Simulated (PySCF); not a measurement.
CH9GeN3, SMILES [Ge]([CH3])([NH2])([NH2])[NH2].

The structure is a stationary point at PBE0-D3(BJ)/def2-SVP. One conformer was computed; it need not be the lowest.

Two levels are set side by side: TDDFT-PBE/def2-SVPD (PySCF) and TDDFT-B3LYP/def2-SVPD (PySCF). Vertical, same geometry. The lowest singlet is HOMO→LUMO 99 % with PBE and HOMO→LUMO 99 % with the other functional; states are paired by order. Differences are taken from unrounded values.

```json
[
 {"quantity": "lowest singlet excitation (eV)", "TDDFT-B3LYP": "5.52"},
 {"quantity": "lowest triplet excitation (TDA) (eV)", "TDDFT-B3LYP": "5.25"}
]
```

Task: What does TDDFT-PBE give, and how far is it from TDDFT-B3LYP? (The exact figures need the calculation; the answer reports its results.)

Result: 
| quantity | TDDFT-PBE | TDDFT-PBE minus TDDFT-B3LYP |
|---|---|---|
| lowest singlet excitation (eV) | 4.92 | -0.60 |
| lowest triplet excitation (TDA) (eV) | 4.72 | -0.53 |

A lower first singlet is the usual sign of a functional without exact exchange. Differences between two approximate levels are no errors against the true value.

Rough cost on one machine, each run with all the roots and properties that it gave: TDDFT-B3LYP against TDDFT-PBE about 4 times.
